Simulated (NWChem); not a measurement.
# PbICl, singlet; SMILES [I][Pb][Cl]

Program: NWChem. Low-valent species are run as closed-shell singlets; no triplet was tried in these runs. Geometry: optimised at PBE-D3(BJ)/def2-SVP. def2 effective core potentials on I, Pb; no spin-orbit coupling. B3LYP is NWChem's, with the RPA form of VWN correlation. Vertical excitations in the gas phase; the lowest state need not have the same character in each row.

### Question
Order these by “lowest excitation, singlet (eV)”, lowest first: B3LYP/def2-SVP, full TDDFT; LRC-wPBEh/def2-SVP, full TDDFT; PBE/def2-SVP, full TDDFT.

### Answer
PBE/def2-SVP, full TDDFT (2.47), B3LYP/def2-SVP, full TDDFT (2.71), LRC-wPBEh/def2-SVP, full TDDFT (3.26)
